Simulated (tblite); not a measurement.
C₈H₁₂Si.
SMILES with atom numbers: `[CH3:1][CH2:2][CH2:3][C:4]#[C:5][C:6]1=[CH:7][CH2:8][SiH2:9]1` (hydrogens: H10, H11, H12 on C1; H13, H14 on C2; H15, H16 on C3; H17 on C7; H18, H19 on C8; H20, H21 on Si9)

The geometry is computed with GFN2-xTB (gas phase).

Question: What internal coordinates does the optimisation give?

Answer: 
| bond | length (Å) |
| --- | --- |
| C1–C2 | 1.523 |
| C2–C3 | 1.534 |
| C3–C4 | 1.448 |
| C4≡C5 | 1.206 |
| C5–C6 | 1.397 |
| C6=C7 | 1.346 |
| C7–C8 | 1.504 |
| C8–Si9 | 1.927 |
| C6–Si9 | 1.903 |
| C1–H10, C1–H11, C1–H12 | 1.088 |
| C2–H13, C2–H14 | 1.093 |
| C3–H15, C3–H16 | 1.095 |
| C7–H17 | 1.080 |
| C8–H18, C8–H19 | 1.091 |
| Si9–H20, Si9–H21 | 1.462 |

Bonds in one row agree within 0.01 Å and their mean is given. A selection of angles:
| angle | degrees |
| --- | --- |
| C1–C2–C3 | 111.8 |
| C2–C3–C4 | 111.9 |
| C3–C4–C5 | 179.0 |
| C4–C5–C6 | 178.5 |
| C5–C6–C7 | 129.6 |
| C5–C6–Si9 | 136.6 |
| C7–C6–Si9 | 93.7 |
| C6–C7–C8 | 105.6 |
| C7–C8–Si9 | 87.9 |
| C6–Si9–C8 | 72.8 |

Dihedral angles: C1–C2–C3–C4 65° (synclinal); C5–C6–C7–C8 180° (antiperiplanar); C6–C7–C8–Si9 0° (synperiplanar); C7–C8–Si9–C6 0° (synperiplanar); C5–C6–Si9–C8 180° (antiperiplanar). The mirror-image conformer, all signs reversed, is as good.

Of the pairs four or more bonds apart, C4···H11 is among the closest relative to their van der Waals radii: 2.69 Å, 93 % of the sum of Bondi's values. The C–Si distances run from 1.903 Å (C6–Si9, drawn single) to 1.927 Å (C8–Si9, drawn single), a spread of 0.024 Å. Si9 (SiH2 silicon) has angles from 72.8° to 117.4°. The 7 C–C bonds span 1.206 Å (C4≡C5, drawn triple) to 1.534 Å (C2–C3, drawn single), a spread of 0.328 Å. The 4-membered ring C6–C7–C8–Si9 has internal angles of 72.8° to 105.6° (sum 360°, against 360° for a flat polygon); it is planar, 0.00 Å rms from its mean plane, widest ring torsion 0°.

Point group: C1 (no symmetry element, even within 0.4 Å). Its lowest GFN2-xTB frequency is 5i cm⁻¹, too small to tell a flat minimum from a shallow saddle. The numbers are those of one conformer. 3 starts were optimised and ended at 0.00, 0.10 and 0.13 kcal/mol (GFN2-xTB); the lowest of these is shown.

Hardware: one thread of an Arm Neoverse V1 (shared host). Cost: 0.54 s wall. That covers the optimisation of the geometry.
